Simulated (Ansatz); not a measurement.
Two isomers of CH5FOSi2: A = `FC1([SiH3])O[SiH2]1`, B = `F[Si@@H]1O[C@H]1[SiH3]`.

Gas-phase electronic energies from Ansatz, PBE0-D4/def2-TZVP geometries. CCSD(T)/CBS is the MP2 limit (def2-TZVPP, def2-QZVPP) plus CCSD(T) − MP2 in def2-TZVPP, frozen cores. Functionals use def2-TZVPP. B3LYP here is the variant with VWN-RPA as its local correlation; programs differ in this.

Q: Which isomer does CCSD(T)/CBS put lower? Give the gap. (An estimate is asked.)

A: Ansatz gave: B, by 53.2 kcal/mol.

Q: Give E(B) − E(A) in kcal/mol with B3LYP, PBE0-D4, MP2/def2-TZVPP, r2SCAN-D4, PBE-D4, HF/def2-TZVPP, CCSD/def2-TZVPP. (Best estimate.)

A: The calculation gave: B3LYP -50.2, PBE0-D4 -49.3, MP2/def2-TZVPP -55.2, r2SCAN-D4 -50.4, PBE-D4 -46.6, HF/def2-TZVPP -54.5, CCSD/def2-TZVPP -53.3. None reverses the order clearly.

Largest T1 diagnostic: 0.015.

From PBE to PBE0 (25 % exact exchange), in def2-TZVPP and without D4, E(B) − E(A) moves by −2.7 kcal/mol.
